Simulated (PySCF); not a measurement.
Method: PBE-D3(BJ)/def2-TZVP in PySCF 2.14.0. Isolated molecules, 0 K electronic values unless said otherwise. Delta-SCF ions had no search for a lower state. 

Reference species (SMILES): `C=C(C)[SiH3]` (neutral, multiplicity 1).

The dipole moment is 0.81 D and the vertical ionisation energy (Delta-SCF) is 9.50 eV. The HOMO is -6.48 eV.

Changed species: `C/C=C/[SiH3]`.

Task: What does the change do to the dipole moment, vertical ionisation energy (Delta-SCF) and HOMO?

Result: the dipole moment rises by 0.59 D, to 1.40 D; the vertical ionisation energy (Delta-SCF) drops by 0.14 eV, to 9.36 eV; the HOMO goes up by 0.07 eV, to -6.41 eV.
